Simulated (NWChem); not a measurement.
# CH$_{3}$N$_{2}$S anion

```xyz
7

N      1.1599    -1.1729     0.0109
C      0.1122    -0.4081     0.0151
N     -1.1342    -1.0611     0.0439
S      0.0378     1.3541     0.0037
H      1.9918    -0.5872     0.0256
H     -1.0885    -2.0181    -0.2908
H     -1.8940    -0.5099    -0.3314
```
Atoms are numbered in this order, from 1.

Level: B3LYP/def2-SVPD (NWChem), optimised geometry, unscaled harmonic frequencies. B3LYP is NWChem's, with the RPA form of VWN correlation.

Problem. List the harmonic frequencies with IR intensities, and the thermochemistry.

Solution. 
```json
[
 {"frequency (cm⁻¹)": "375", "IR intensity (km/mol)": "8.4"},
 {"frequency (cm⁻¹)": "423", "IR intensity (km/mol)": "19.5"},
 {"frequency (cm⁻¹)": "477", "IR intensity (km/mol)": "6.3"},
 {"frequency (cm⁻¹)": "514", "IR intensity (km/mol)": "185.5"},
 {"frequency (cm⁻¹)": "674", "IR intensity (km/mol)": "56.1"},
 {"frequency (cm⁻¹)": "695", "IR intensity (km/mol)": "45.3"},
 {"frequency (cm⁻¹)": "799", "IR intensity (km/mol)": "38.0"},
 {"frequency (cm⁻¹)": "1054", "IR intensity (km/mol)": "81.2"},
 {"frequency (cm⁻¹)": "1138", "IR intensity (km/mol)": "72.0"},
 {"frequency (cm⁻¹)": "1327", "IR intensity (km/mol)": "184.1"},
 {"frequency (cm⁻¹)": "1555", "IR intensity (km/mol)": "148.1"},
 {"frequency (cm⁻¹)": "1596", "IR intensity (km/mol)": "285.7"},
 {"frequency (cm⁻¹)": "3531", "IR intensity (km/mol)": "8.2"},
 {"frequency (cm⁻¹)": "3534", "IR intensity (km/mol)": "2.5"},
 {"frequency (cm⁻¹)": "3672", "IR intensity (km/mol)": "10.3"}
]
```

```
Item                                                                               Result
-----------------------------------------------------------------------  ----------------
zero-point energy                                                           30.5 kcal/mol
thermal correction to the enthalpy at 298.15 K (with zero-point energy)     33.8 kcal/mol
heat capacity Cv                                                         14.6 cal/(mol K)
entropy at 298.15 K and 1 atm (symmetry number 1)                        68.1 cal/(mol K)
```

Rigid rotor and harmonic oscillator.
